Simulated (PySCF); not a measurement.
## How methods differ on the excitation energy of Cr²⁺

Cr²⁺ [Ar] 3d4 (5D) → Cr²⁺ [Ar] 3d3 4s1 (5F), as a difference of total energies. All numbers are calculated (PySCF 2.14, the spin-free X2C one-electron Hamiltonian (Gaussian nucleus), in aug-cc-pwCVTZ-DK with one added diffuse shell each of s, p, d, f, g type (11s10p8d5f4g, 152 functions)). Correlated levels: valence: [Ar] frozen; valence and next inner shell: [Ne] frozen; nothing frozen. The calculations carry no spin-orbit coupling.

| method | excitation energy (eV) |
| --- | --- |
| UHF | 5.693 |
| LDA | 6.463 |
| PBE | 6.226 |
| PBE0 | 6.292 |
| r2SCAN | 6.084 |
| MP2 (valence) | 6.117 |
| SCS-MP2 (valence) | 5.834 |
| MP2 (valence and next inner shell) | 6.399 |
| SCS-MP2 (valence and next inner shell) | 6.125 |
| MP2 (all electrons) | 6.429 |
| SCS-MP2 (all electrons) | 6.145 |

Q: How much does correlation contribute at MP2 (all electrons)?

A: 6.429 − (5.693) = 0.736 eV, measured against UHF.

A first-order spin-orbit estimate (lowest level to lowest level, LS coupling) adds -0.025 eV.
